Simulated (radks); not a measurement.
Task: Al6+, 7 electrons, occupied as [He] 2s2 2p3. All-electron calculation, Dirac Kohn-Sham, OLYP, spin-unpolarised, spherical densities, finite nucleus; open shells fill j = l - 1/2 first; Fermi nuclear charge, rms radius 3.061 fm. Program: a radial shooting solver on a logarithmic mesh with Libxc functionals.

Spin-orbit splittings of the eigenvalues, e(l+1/2) - e(l-1/2), with zeta = 2 splitting/(2l+1) and mean radii in bohr:

shell  occ.  splitting (eV)  zeta (eV)  <r> j=l-1/2  <r> j=l+1/2
2p        3          0.5896     0.3931       0.5140       0.5155
3p        0               ?          ?        1.533        1.535
3d        0         0.01529   0.006117        1.468        1.469

Estimate the 3p splitting.

Result: 0.1105 eV (zeta = 0.07368 eV).
